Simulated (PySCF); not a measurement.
C2H5ClOSi, SMILES C(=C)[Si@@H](Cl)O.

Geometry optimised at PBE-D3(BJ)/def2-SVP. The structure was generated by enumeration; whether it is a known compound was not checked. One conformer was computed; it need not be the lowest.

Two levels are set side by side: PBE/def2-TZVP (PySCF) and HF/def2-TZVP (PySCF). Same geometry, gas phase. Differences are taken from unrounded values.

```csv
quantity,PBE
orbital gap (eV),5.22
highest occupied level (eV),-7.20
lowest empty level (eV),-1.98
dipole moment (D),2.13
mean polarisability (bohr³),65.8
```

### Question
These are the PBE values. What does HF give? (An estimate is asked for; the answer gives what the named calculation found.)

### Answer

```json
[
 {"quantity": "orbital gap (eV)", "HF": "13.46", "PBE minus HF": "-8.24"},
 {"quantity": "highest occupied level (eV)", "HF": "-10.73", "PBE minus HF": "3.53"},
 {"quantity": "lowest empty level (eV)", "HF": "2.73", "PBE minus HF": "-4.71"},
 {"quantity": "dipole moment (D)", "HF": "2.40", "PBE minus HF": "-0.28"},
 {"quantity": "mean polarisability (bohr³)", "HF": "60.2", "PBE minus HF": "5.6"}
]
```

Without exact exchange PBE keeps part of each electron's self-repulsion, which lifts occupied levels and narrows the gap. Loosely held outer electrons make PBE densities more polarisable. Differences between two approximate levels are no errors against the true value.

Rough cost on one machine, each run with all the roots and properties that it gave: HF against PBE about 1/4.
